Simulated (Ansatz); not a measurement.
Ansatz (a program for electronic structure) input (MP2/6-311+G**): The .json file is the Basis Set Exchange's 6-311+G**.

Ansatz 0.2 input:
```yaml
crystal:
  periodic: [false, false, false]
  atoms:
    - {symbol: C, position_ang: [-0.60068100, 2.07189600, 0.08495300]}
    - {symbol: Si, position_ang: [-0.25790000, 0.44217500, -0.50797100]}
    - {symbol: C, position_ang: [-1.76555100, -0.72690900, -0.52213800]}
    - {symbol: Si, position_ang: [1.37112600, -0.93836100, 0.65769200]}
    - {symbol: H, position_ang: [0.10082200, 2.86817100, -0.16169900]}
    - {symbol: H, position_ang: [-1.02287600, 2.18519700, 1.08410300]}
    - {symbol: H, position_ang: [0.31723300, 0.43620800, -1.89882500]}
    - {symbol: H, position_ang: [-2.55524400, -0.31329200, -1.15531800]}
    - {symbol: H, position_ang: [-1.50745300, -1.72847700, -0.87915200]}
    - {symbol: H, position_ang: [-2.16799900, -0.82425900, 0.49067700]}
    - {symbol: H, position_ang: [1.02046800, -1.10634300, 2.11073100]}
    - {symbol: H, position_ang: [1.70433600, -2.35545100, 0.23604400]}
    - {symbol: H, position_ang: [2.72294800, -0.28507300, 0.70046100]}
basis:
  gaussian:
    orbitals: 6-311+G__.json
total_charge: -1
magnetization: {spin_polarized: false}
correlation: {method: mp2, electrons: outside_noble_gas}
```

Output:

```
Functional definition: HF
integrals: 0.18 GiB planned
1228 factors; integrals over basis functions are off by at most 1.0e-3 eV
mean field: 0.65 GiB planned
mean field evaluation 1: about -17923.9793 eV, gradient 3.2e1 eV
mean field evaluation 2: about -17924.0328 eV, gradient 3.2e1 eV
mean field evaluation 4: about -17927.4767 eV, gradient 4.2e0 eV
mean field evaluation 8: about -17927.5585 eV, gradient 2.5e-1 eV
mean field -17927.55911573 eV, -658.8256457670 hartree, gradient 2.2e-6 eV, S^2 0.000000; 0 other end points of the search recorded, 0 dependent functions left out
12 core orbitals not correlated
reference -17927.55911573 eV, -658.8256457670 hartree; 13, 13 occupied and 135, 135 virtual orbitals, 1228 factors
second order -14.60334014 eV of doubles, -0.00000000 eV of singles
Total energy: -17942.16245587 eV, -659.3623086187 hartree
```

The dipole moment of an ion depends on the origin.

The geometry given is a B3LYP-D3(BJ)/def2-TZVP minimum.
